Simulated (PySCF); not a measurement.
Isomers of C4H11ClSi3, mass 177.986 u with the commonest isotopes. Method used: PBE0/pcSseg-1 in PySCF (dipole) on a GFN2-xTB geometry, gas phase. One conformer each, none proved a minimum here; rigid rotors.

Question: Order these by rotational constant C, largest first.
A. `[Cl:1][CH2:2][SiH2:3][C@@H:4]1[CH:5]=[CH:6][SiH2:7][SiH2:8]1` with Cl1–C2–Si3–C4 60°, C2–Si3–C4–C5 -173°
B. `[Cl:1][CH2:2][SiH2:3][Si@@H:4]1[CH:5]=[CH:6][SiH2:7][CH2:8]1` with Cl1–C2–Si3–Si4 63°, C2–Si3–Si4–C5 50°, Si3–Si4–C5–C6 -113°, C5–C6–Si7–C8 -6°, C6–Si7–C8–Si4 10°, Si3–Si4–C8–Si7 107°
C. `[CH3:1][Si@@H:2]([C:3]#[C:4][CH2:5][Cl:6])[SiH2:7][SiH3:8]` with C1–Si2–Si7–Si8 -146°

Answer: B (602.6 MHz), A (456.5 MHz), C (367.4 MHz).

Question: Order these by dipole moment, smallest first.
A. `[Cl:1][CH2:2][SiH2:3][Si@@H:4]1[CH:5]=[CH:6][SiH2:7][CH2:8]1` with Cl1–C2–Si3–Si4 63°, C2–Si3–Si4–C5 50°, Si3–Si4–C5–C6 -113°, C5–C6–Si7–C8 -6°, C6–Si7–C8–Si4 10°, Si3–Si4–C8–Si7 107°
B. `[CH3:1][Si@@H:2]([C:3]#[C:4][CH2:5][Cl:6])[SiH2:7][SiH3:8]` with C1–Si2–Si7–Si8 -146°
C. `[Cl:1][CH2:2][SiH2:3][C@@H:4]1[CH:5]=[CH:6][SiH2:7][SiH2:8]1` with Cl1–C2–Si3–C4 60°, C2–Si3–C4–C5 -173°

Answer: C (1.28 D), A (1.45 D), B (2.11 D).

Question: Order these by rotational constant A, smallest first.
A. `[CH3:1][Si@@H:2]([C:3]#[C:4][CH2:5][Cl:6])[SiH2:7][SiH3:8]` with C1–Si2–Si7–Si8 -146°
B. `[Cl:1][CH2:2][SiH2:3][C@@H:4]1[CH:5]=[CH:6][SiH2:7][SiH2:8]1` with Cl1–C2–Si3–C4 60°, C2–Si3–C4–C5 -173°
C. `[Cl:1][CH2:2][SiH2:3][Si@@H:4]1[CH:5]=[CH:6][SiH2:7][CH2:8]1` with Cl1–C2–Si3–Si4 63°, C2–Si3–Si4–C5 50°, Si3–Si4–C5–C6 -113°, C5–C6–Si7–C8 -6°, C6–Si7–C8–Si4 10°, Si3–Si4–C8–Si7 107°

Answer: A (1009 MHz), C (1299 MHz), B (2160 MHz).

```tsv
SMILES	point group	Ia (u·Å²)	Ib (u·Å²)	Ic (u·Å²)	κ	μa (D)	μb (D)	μc (D)
C[Si@@H](C#CCCl)[SiH2][SiH3]	C1	501.05	932.52	1375.49	-0.46	0.46	2.05	0.25
ClC[SiH2][C@@H]1C=C[SiH2][SiH2]1	C1	233.94	1019.87	1107.04	-0.95	0.64	0.37	1.04
ClC[SiH2][Si@@H]1C=C[SiH2]C1	C1	388.97	657.84	838.64	-0.52	0.01	1.22	0.79
```
